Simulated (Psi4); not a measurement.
C6H8, singlet, geometry from GFN2-xTB; Psi4 1.11 with HF/STO-3G.

Here is a job for Psi4.
```
memory 2 GB

molecule mol {
0 1
C     0.334154   -1.320949    0.370251
C     1.346413   -0.526377    0.030314
C     1.121701    0.886668   -0.215467
C    -0.113014    1.353231   -0.386841
C    -1.292706    0.425692   -0.374388
C    -1.049167   -0.767555    0.550070
H     0.484302   -2.368487    0.586877
H     2.353911   -0.904353   -0.062995
H     1.982519    1.537378   -0.262315
H    -0.300205    2.395361   -0.600687
H    -1.456725    0.070233   -1.399832
H    -2.194820    0.957874   -0.067789
H    -1.797450   -1.540659    0.367281
H    -1.155821   -0.451608    1.595820
}

set {
  basis sto-3g
  reference rhf
  guess sadno
}

energy('scf')
print_variables()
```

Write the output that Psi4 gives for this input, abridged.


```
   => Loading Basis Set <=

    Name: STO-3G
    Role: ORBITAL
    Keyword: BASIS

         ---------------------------------------------------------
                                   SCF
               by Justin Turney, Rob Parrish, Andy Simmonett
                          and Daniel G. A. Smith
                              RHF Reference
         ---------------------------------------------------------

  ==> Geometry <==

    Molecular point group: c1
    Full point group: C1

    Geometry (in Angstrom), charge = 0, multiplicity = 1:

       Center              X                  Y                   Z               Mass
    ------------   -----------------  -----------------  -----------------  -----------------
         C            0.308324544490    -1.324719526399     0.372188839609    12.000000000000
         C            1.320583544490    -0.530147526399     0.032251839609    12.000000000000
         C            1.095871544490     0.882897473601    -0.213529160391    12.000000000000
         C           -0.138843455510     1.349460473601    -0.384903160391    12.000000000000
         C           -1.318535455510     0.421921473601    -0.372450160391    12.000000000000
         C           -1.074996455510    -0.771325526399     0.552007839609    12.000000000000
         H            0.458472544490    -2.372257526399     0.588814839609     1.007825032230
         H            2.328081544490    -0.908123526399    -0.061057160391     1.007825032230
         H            1.956689544490     1.533607473601    -0.260377160391     1.007825032230
         H           -0.326034455510     2.391590473601    -0.598749160391     1.007825032230
         H           -1.482554455510     0.066462473601    -1.397894160391     1.007825032230
         H           -2.220649455510     0.954103473601    -0.065851160391     1.007825032230
         H           -1.823279455510    -1.544429526399     0.369218839609     1.007825032230
         H           -1.181650455510    -0.455378526399     1.597757839609     1.007825032230

  Running in c1 symmetry.

  Rotational constants: A =      0.17238  B =      0.17045  C =      0.09107 [cm^-1]
  Rotational constants: A =   5167.75005  B =   5109.95045  C =   2730.34341 [MHz]
  Nuclear repulsion =  220.494511787662077

  Charge       = 0
  Multiplicity = 1
  Electrons    = 44
  Nalpha       = 22
  Nbeta        = 22

  ==> Algorithm <==

  SCF Algorithm Type is DF.
  DIIS enabled.
  MOM disabled.
  Fractional occupation disabled.
  Guess Type is SADNO.
  Energy threshold   = 1.00e-06
  Density threshold  = 1.00e-06
  Integral threshold = 1.00e-12

  ==> Primary Basis <==

  Basis Set: STO-3G
    Blend: STO-3G
    Number of shells: 26
    Number of basis functions: 38
    Number of Cartesian functions: 38
    Spherical Harmonics?: true
    Max angular momentum: 1

   => Loading Basis Set <=

    Name: (STO-3G AUX)
    Role: JKFIT
    Keyword: DF_BASIS_SCF

  ==> Integral Setup <==

  SCF_SUBTYPE=INCORE selected. In-core MEM_DF algorithm will be used.
  Using in-core AOs.

  ==> MemDFJK: Density-Fitted J/K Matrices <==

    J tasked:                   Yes
    K tasked:                   Yes
    wK tasked:                   No
    Algorithm:                 Core
    Schwarz Cutoff:           1E-12
    Mask sparsity (%):       1.2465
    Fitting Condition:        1E-10

   => Auxiliary Basis Set <=

  Basis Set: (STO-3G AUX)
    Blend: DEF2-UNIVERSAL-JKFIT
    Number of shells: 198
    Number of basis functions: 594
    Number of Cartesian functions: 694
    Spherical Harmonics?: true
    Max angular momentum: 4

  Minimum eigenvalue in the overlap matrix is 1.7170452482E-01.
  Reciprocal condition number of the overlap matrix is 6.5843258150E-02.
    Using symmetric orthogonalization.

  ==> Pre-Iterations <==

  SCF Guess: Superposition of Atomic Densities' Natural Orbitals via on-the-fly atomic UHF (doi:10.1021/acs.jctc.8b01089).

   -------------------------------------------------------
    Irrep   Nso     Nmo     Nalpha   Nbeta   Ndocc  Nsocc
   -------------------------------------------------------
     A         38      38      22      22      22       0
   -------------------------------------------------------
    Total      38      38      22      22      22       0
   -------------------------------------------------------

  ==> Iterations <==

                           Total Energy        Delta E     RMS |[F,P]|

   @DF-RHF iter   1:  -228.65975531848125   -2.28660e+02   3.67572e-02 DIIS/ADIIS
   @DF-RHF iter   2:  -229.02648951412365   -3.66734e-01   3.66062e-03 DIIS/ADIIS
   @DF-RHF iter   3:  -229.04025196962303   -1.37625e-02   7.71262e-04 DIIS/ADIIS
   @DF-RHF iter   4:  -229.04090787391073   -6.55904e-04   3.58767e-04 DIIS/ADIIS
   @DF-RHF iter   5:  -229.04101633458103   -1.08461e-04   2.51712e-05 DIIS
   @DF-RHF iter   6:  -229.04101814864140   -1.81406e-06   6.78577e-06 DIIS
   @DF-RHF iter   7:  -229.04101827650436   -1.27863e-07   1.61685e-06 DIIS
   @DF-RHF iter   8:  -229.04101828366367   -7.15931e-09   3.93469e-07 DIIS
  Energy and wave function converged.

  ==> Post-Iterations <==

    Orbital Energies [Eh]
    ---------------------

    Doubly Occupied:

       1A    -11.047338     2A    -11.047054     3A    -11.017007
       4A    -11.016920     5A    -11.014904     6A    -11.014820
       7A     -1.081283     8A     -0.958193     9A     -0.956598
      10A     -0.800077    11A     -0.752876    12A     -0.647066
      13A     -0.630518    14A     -0.572985    15A     -0.532306
      16A     -0.528654    17A     -0.501323    18A     -0.479311
      19A     -0.422284    20A     -0.402049    21A     -0.376562
      22A     -0.242711

    Virtual:

      23A      0.251542    24A      0.419171    25A      0.606369
      26A      0.606675    27A      0.625806    28A      0.661209
      29A      0.701876    30A      0.736639    31A      0.737086
      32A      0.773400    33A      0.787697    34A      0.790988
      35A      0.869289    36A      0.968759    37A      1.022185
      38A      1.130444

    Final Occupation by Irrep:
              A
    DOCC [    22 ]
    NA   [    22 ]
    NB   [    22 ]

  @DF-RHF Final Energy:  -229.04101828366367

   => Energetics <=

    Nuclear Repulsion Energy =            220.4945117876620770
    One-Electron Energy =                -746.9853806653289894
    Two-Electron Energy =                 297.4498505940032373
    Total Energy =                       -229.0410182836636750

Computation Completed

Properties will be evaluated at   0.000000,   0.000000,   0.000000 [a0]

Properties computed using the SCF density matrix

 Multipole Moments:

 ------------------------------------------------------------------------------------
     Multipole            Electronic (a.u.)      Nuclear  (a.u.)        Total (a.u.)
 ------------------------------------------------------------------------------------

 L = 1.  Multiply by 2.5417464519 to convert [e a0] to [Debye]
 Dipole X            :          2.0131220           -2.1476719           -0.1345499
 Dipole Y            :          0.2938719           -0.3135134           -0.0196415
 Dipole Z            :         -0.1510223            0.1611161            0.0100938
 Magnitude           :                                                    0.1363501

 ------------------------------------------------------------------------------------

  Variable Map:
  ----------------------------------------------------------------------------
  "CURRENT ENERGY"           =>    -229.041018283664
  "CURRENT REFERENCE ENERGY" =>    -229.041018283664
  "DD SOLVATION ENERGY"      =>       0.000000000000
  "HF KINETIC ENERGY"        =>     227.268814341741
  "HF POTENTIAL ENERGY"      =>    -456.309832625404
  "HF TOTAL ENERGY"          =>    -229.041018283664
  "HF VIRIAL RATIO"          =>       2.007797831599
  "NUCLEAR REPULSION ENERGY" =>     220.494511787662
  "ONE-ELECTRON ENERGY"      =>    -746.985380665329
  "PCM POLARIZATION ENERGY"  =>       0.000000000000
  "PE ENERGY"                =>       0.000000000000
  "SCF ITERATION ENERGY"     =>    -229.041018283664
  "SCF ITERATIONS"           =>       8.000000000000
  "SCF TOTAL ENERGY"         =>    -229.041018283664
  "TWO-ELECTRON ENERGY"      =>     297.449850594003

  Array Variable Map:
  ----------------------------------------------------------------------------
  "CURRENT DIPOLE"           =>      -0.134549907367 ... 0.010093799195 1 by 3
  "SCF DIPOLE"               =>      -0.134549907367 ... 0.010093799195 1 by 3
  "SCF TOTAL ENERGIES"       =>    -228.659755318481 ... -229.041018283664 1 by 8
```
